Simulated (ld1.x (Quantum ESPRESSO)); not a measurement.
## Logarithmic derivatives: vanadium, PAW

vanadium (V), PAW, made with ld1.x (Quantum ESPRESSO) 7.5 (PBEsol, fully relativistic). Core [Ar], reference 3d3.5 4s1.5 4p0. Waves: 4s (bound): rcut 2.45, rcutus 2.70 bohr; 4s channel at 0.15 Ry: rcut 2.45, rcutus 2.70 bohr; 4p (bound, empty): rcut 3.80, rcutus 4.15 bohr; 4p channel at 2.05 Ry: rcut 3.80, rcutus 4.15 bohr; 3d (bound): rcut 1.85, rcutus 2.35 bohr; 3d channel at 0.25 Ry: rcut 1.85, rcutus 2.35 bohr. Local part: all-electron potential smoothed inside 2.30 bohr (lloc = -1). Core correction: a·sin(br)/r model core, default radius (ld1.x builds one for every PAW set, though the input has nlcc=.false.). Augmentation charge: PSQ, inside the norm-conserving radii.

Open shells are filled in proportion to 2j + 1 (rel_dist='average').

The phase is arctan(r·u′/u) with u = r·R(r), unwrapped; energies in Ry, scanned from -2 to 5 Ry. A pole is an energy at which the radial function vanishes at the test radius. The pseudo phase is shifted by a multiple of π to meet the all-electron one at the reference energy, and phase errors are pseudo minus all-electron; the curves can meet again beyond the range given. Levels narrower than the energy grid can be missing from the lists of poles.

```csv
channel,radius (bohr),reference energy (Ry),"poles, all-electron","poles, pseudo",unbroken range about the reference energy with phases within 0.05 rad,phase error 1 Ry above the reference energy (rad)
s,4.52,-0.31,"-0.06, 2.24","-0.06, 2.18, 2.93",below 2.6,-0.000
p1/2,4.52,-0.09,"0.38, 2.75","0.37, 2.71, 4.57",below 1.3,-0.010
p3/2,4.52,-0.09,"0.39, 2.77","0.38, 2.72, 4.56",below 1.3,-0.009
d3/2,4.52,-0.27,"-0.24, 1.21, 3.68","-0.24, 1.21, 3.76",below 2.2,+0.000
d5/2,4.52,-0.26,"-0.24, 1.21, 3.68","-0.24, 1.22, 3.77",below 2.2,+0.000
```

The ghost test of this file was not conclusive.

Phases in the p1/2 channel:

| E (Ry) | all-electron | pseudo |
| --- | --- | --- |
| -2.00 | 1.406 | 1.405 |
| -1.76 | 1.393 | 1.393 |
| -1.52 | 1.377 | 1.377 |
| -1.28 | 1.356 | 1.355 |
| -1.04 | 1.326 | 1.325 |
| -0.80 | 1.278 | 1.277 |
| -0.56 | 1.186 | 1.185 |
| -0.32 | 0.924 | 0.922 |
| -0.08 | -0.514 | -0.514 |
| 0.16 | -1.392 | -1.394 |
| 0.40 | -1.584 | -1.587 |
| 0.64 | -1.691 | -1.696 |
| 0.88 | -1.805 | -1.814 |
| 1.12 | -2.020 | -2.042 |
| 1.36 | -2.864 | -2.939 |
| 1.60 | -4.161 | -4.175 |
| 1.84 | -4.470 | -4.471 |
| 2.08 | -4.583 | -4.583 |
| 2.32 | -4.644 | -4.645 |
| 2.56 | -4.686 | -4.689 |
| 2.80 | -4.720 | -4.727 |
| 3.04 | -4.750 | -4.767 |
| 3.28 | -4.782 | -4.824 |
| 3.52 | -4.821 | -4.960 |
| 3.76 | -4.877 | -6.459 |
| 4.00 | -4.982 | -7.663 |
| 4.24 | -5.287 | -7.786 |
| 4.48 | -6.709 | -7.840 |
| 4.72 | -7.481 | -7.877 |
| 4.96 | -7.654 | -7.913 |
